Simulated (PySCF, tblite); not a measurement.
Isomers of C7H12FPSi, one GFN2-xTB conformer each. Single-point energies are computed at PBE0/pcSseg-1 (PySCF, gas phase, no added dispersion term), electronic only.

```csv
SMILES,GFN2-xTB relative energy (kJ/mol)
CCCp1cc(F)c([SiH3])c1,0.0
CC#C/P=C(\F)[Si](C)(C)C,231.6
C=CC1=C(F)CP(C[SiH3])C1,14.6
```

Conformers: `[CH3:1][CH2:2][CH2:3][p:4]1[cH:5][c:6]([F:7])[c:8]([SiH3:9])[cH:10]1` with C1–C2–C3–P4 59°, C2–C3–P4–C5 76°; `[CH2:1]=[CH:2][C:3]1=[C:4]([F:5])[CH2:6][P:7]([CH2:8][SiH3:9])[CH2:10]1` with C1–C2–C3–C4 176°, C6–P7–C8–Si9 47°, C3–C4–C6–P7 -14°, C4–C6–P7–C8 -83°, C6–P7–C10–C3 -17°, C2–C3–C10–P7 -168°.

Question: What does PBE0/pcSseg-1 give for the same structures?

Answer: 
| SMILES | PBE0/pcSseg-1 E (Eh) | PBE0/pcSseg-1 (kJ/mol) | GFN2-xTB (kJ/mol) | point group |
| --- | --- | --- | --- | --- |
| C=CC1=C(F)CP(C[SiH3])C1 | -1003.87512 | 0.0 | 14.6 | C1 |
| CCCp1cc(F)c([SiH3])c1 | -1003.87424 | 2.3 | 0.0 | C1 |
| CC#C/P=C(\F)[Si](C)(C)C | -1003.85412 | 55.1 | 231.6 | near Cs |

GFN2-xTB puts CCCp1cc(F)c([SiH3])c1 lowest instead; measured from each level's own lowest isomer, the values differ by up to 176.5 kJ/mol (CC#C/P=C(\F)[Si](C)(C)C: 231.6 against 55.1). As drawn, the lowest has a C=C bond outside aromatic rings, which the highest lacks; the highest has a C≡C bond, which the lowest lacks. Neighbours under 10 kJ/mol apart (C=CC1=C(F)CP(C[SiH3])C1 and CCCp1cc(F)c([SiH3])c1) can change places with a better method, another conformer or zero-point energy.

Question: Which frontier levels, dipoles and rotational constants go with these structures?

Answer: 
```csv
SMILES,"HOMO (eV, PBE0/pcSseg-1)",LUMO (eV),dipole (D),"A, B, C (MHz)"
C=CC1=C(F)CP(C[SiH3])C1,-6.60,-0.84,0.85,"1143, 770.8, 739.9"
CCCp1cc(F)c([SiH3])c1,-6.82,-1.48,2.22,"2233, 487.0, 435.7"
CC#C/P=C(\F)[Si](C)(C)C,-6.62,-1.81,0.55,"1931, 442.5, 409.2"
```

Question: What happens when harmonic zero-point energies from GFN2-xTB frequencies are added?

Answer: 
```csv
SMILES,ZPE (kJ/mol),electronic (kJ/mol),with ZPE (kJ/mol)
C=CC1=C(F)CP(C[SiH3])C1,426.6,0.0,0.0
CCCp1cc(F)c([SiH3])c1,429.4,2.3,5.1
CC#C/P=C(\F)[Si](C)(C)C,434.9,55.1,63.4
```

The zero-point energies span 8.3 kJ/mol. The order is unchanged.
